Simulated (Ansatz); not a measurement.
The first iterations of a band of ClHSSn (4 atoms, charge 0, multiplicity 1).

Computed with RKS r2SCAN-D4/def2-SVP (Ansatz 0.2.0).

```yaml
movable_images: 5
climbing_image: yes
spring: 5.0 eV/Å²
optimiser: quadratic models (default)
start_path: IDPP
force_threshold: 0.05 eV/Å
iteration_limit: 60
end_points: relaxed
```

Initial state:

```xyz
4
Properties=species:S:1:pos:R:3
S 0.196 1.504 -0.410
Sn -1.421 -0.349 -0.343
Cl 0.105 -1.952 0.610
H 1.176 0.737 0.123
```

Final state:

```xyz
4
Properties=species:S:1:pos:R:3
S 0.846 0.965 -0.047
Sn -1.060 -0.579 -0.163
Cl 0.142 -2.431 0.765
H 0.128 1.985 -0.576
```

| iteration | highest image above the first end (eV) | largest band force component (eV/Å) |
| --- | --- | --- |
| 1 | 0.888 | 1.775 |
| 2 | 0.541 | 0.692 |

Question: Does the band converge within its limit, and where does its top end?

Answer: It converged. It ended after 6 iterations with the highest image 0.406 eV above the first end. A vibrational analysis at the climbing image gives one clearly imaginary mode, 372i cm⁻¹: a first-order saddle point.

The run took 60 s on 1 thread of Intel(R) Xeon(R) 6975P-C (Granite Rapids), with other jobs on the host, peak memory 0.15 GiB.
